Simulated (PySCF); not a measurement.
# Structure from 2D NMR

Compound of formula C6H9NOSi. Correlations simulated from computed shifts and the bond graph:

HSQC (one-bond C–H):
```csv
δH,δC
3.53,60.1
3.02,29.3
2.02,14.4
1.94,14.4
1.35,26.8
0.79,26.8
```

COSY cross peaks (H two or three bonds apart, from the bond graph; peaks can be absent where the dihedral angle is near 90°):
```csv
δH,δH
4.97,4.88
4.97,2.02
4.97,1.94
4.88,2.02
4.88,1.94
3.53,1.35
3.53,0.79
3.02,2.02
3.02,1.94
2.02,1.94
1.35,0.79
```

HMBC (two and three bonds, from the bond graph):
```csv
δH,δC
4.97,"60.1, 29.3, 26.8, 22.0, 14.4"
4.88,"60.1, 29.3, 26.8, 22.0, 14.4"
3.53,"29.3, 26.8, 22.0"
3.02,"126.5, 60.1, 26.8, 22.0, 14.4"
2.02,"126.5, 29.3, 22.0"
1.94,"126.5, 29.3, 22.0"
1.35,"60.1, 29.3, 22.0"
0.79,"60.1, 29.3, 22.0"
```

Carbons without hydrogens: δ 126.5, 22.0.

How the numbers were obtained: geometry: GFN2-xTB, PBE0/pcSseg-1 with gauge-including orbitals, in PySCF (relativity neglected, one computed conformer, isolated molecule).

Chemical shifts δ = σref − σ; 1H (31.72 ppm), 13C (186.93 ppm) vs TMS, all at this level.

Exchangeable hydrogens are left out of these lists.

Task: Which molecule is this?

Result: `InChI=1S/C6H9NOSi/c7-2-4-3-9-6(4)1-5(6)8/h4-5,8H,1,3,9H2/t4-,5-,6-/m1/s1`.

Atom-mapped SMILES (the numbers label the heavy atoms): `[N:1]#[C:2][C@@H:3]1[CH2:4][SiH2:5][C@:6]12[CH2:7][C@H:8]2[OH:9]`; H(Xn) means a hydrogen on atom n. Ha(C4), Ha(Si5) are cis to C2 on the ring; Ha(C7) is cis to O9 on the ring; Hb(C4), Hb(Si5) are trans to C2 on the ring; Hb(C7) is trans to O9 on the ring.

δC 126.5 is C2, a nitrile carbon. δC 60.1 is C8, a three-membered-ring carbon (δH 3.53). δC 29.3 is C3, an sp3 CH α to a nitrile (δH 3.02). δC 26.8 is C7, a three-membered-ring carbon (δH 0.79, 1.35). δC 22.0 is C6, a three-membered-ring carbon. δC 14.4 is C4, an sp3 CH2 bonded to Si (δH 1.94, 2.02). HMBC from δH 4.97 reaches the proton-free carbon C6. HMBC from δH 4.88 reaches the proton-free carbon C6. HMBC from δH 3.53 reaches the proton-free carbon C6. HMBC from δH 3.02 reaches the proton-free carbons C2, C6. COSY links 4.97–4.88, 4.97–2.02, 4.97–1.94, 4.88–2.02, 4.88–1.94, 3.53–1.35.

The data come from this structure; uniqueness wasn't tested.

Exchangeable OH/NH protons stand at their gas-phase positions; hydrogen bonding in a real sample shifts them, mostly to higher δ. Shifts are as computed. Against solution values, carbons near 30 ppm lie about +3 ppm off and those near 130 ppm about +5 ppm. Of 1309 compounds with measured shifts, 239 miss one by over three times the rms of a fit or turn the order of signals round; such compounds aren't used in these exercises.
